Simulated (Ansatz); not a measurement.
Geometry optimisation, RKS PBE0-D4/def2-SVP in Ansatz.

input.yaml

```yaml
crystal:
  periodic: [false, false, false]
  atoms:
    - { symbol: B, position_ang: [-0.55317, 0.78757, -1.43458] }
    - { symbol: O, position_ang: [-0.65846, 0.14049, -0.29061] }
    - { symbol: Sn, position_ang: [0.42395, -0.63109, 1.14941] }
    - { symbol: H, position_ang: [-1.56136, 1.05444, -1.98089] }
    - { symbol: H, position_ang: [0.48456, 1.09455, -1.90751] }
    - { symbol: H, position_ang: [0.01842, -2.23768, 1.04284] }
    - { symbol: H, position_ang: [0.06846, 0.0548, 2.63822] }
    - { symbol: H, position_ang: [1.96389, -0.30556, 0.62034] }
basis:
  gaussian: { orbitals: def2-SVP }
hamiltonian:
  xc: pbe0
  dispersion: d4
relax:
  f_tol: 0.015
  max_steps: 40
```

Launched with:

```bash
$ ansatz run input.yaml --threads 1 --pin off --max-ram 2048MiB --backend cpu --events-out ev --progress --plain --runs-dir out
```

**Question.** Where does it end, and by what steps?

**Answer.** The forces met the threshold. After 6 steps the energy has fallen by 0.214 eV; H5 moved furthest, 0.25 Å.

| step | energy less start (eV) | largest force component (eV/Å) | accepted |
| --- | --- | --- | --- |
| 0 | 0.0000 | 0.970 | yes |
| 1 | -0.1594 | 0.371 | yes |
| 2 | -0.1799 | 0.406 | yes |
| 3 | -0.2055 | 0.169 | yes |
| 4 | -0.2114 | 0.324 | yes |
| 5 | -0.2140 | 0.054 | yes |
| 6 | -0.2141 | 0.003 | yes |

```xyz
8
Properties=species:S:1:pos:R:3
B -0.584 0.775 -1.372
O -0.883 0.116 -0.247
Sn 0.437 -0.642 1.080
H -1.503 1.168 -2.066
H 0.576 0.982 -1.703
H 0.106 -2.316 1.097
H 0.043 0.129 2.551
H 1.995 -0.255 0.497
```

Run time: 27 s on 1 CPU thread of a shared host.
